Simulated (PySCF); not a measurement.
These are PBE-D3(BJ)/def2-TZVP // r2SCAN-D4/def2-SVP (PySCF) values and carry that method's errors. Isolated molecules, 0 K electronic values unless said otherwise. One relaxed conformer stands for a flexible species; it need not be the lowest. Excitations are Tamm–Dancoff values on a coarser integration grid. The basis has no diffuse functions, so Rydberg states are missing or too high.

Reference species (SMILES): `C(F)(F)(F)c1ccc(B)cc1` (neutral, multiplicity 1).

The brightest of the four lowest singlets (TDA) comes out as 5.02 eV and the HOMO–LUMO gap is 3.65 eV.

Changed species: `Bc1ccccc1C(F)(F)F`.

Give the shifts of the brightest of the four lowest singlets (TDA) and HOMO–LUMO gap.

the brightest of the four lowest singlets (TDA) increases by 0.83 eV, to 5.85 eV; the HOMO–LUMO gap goes up by 0.87 eV, to 4.52 eV.
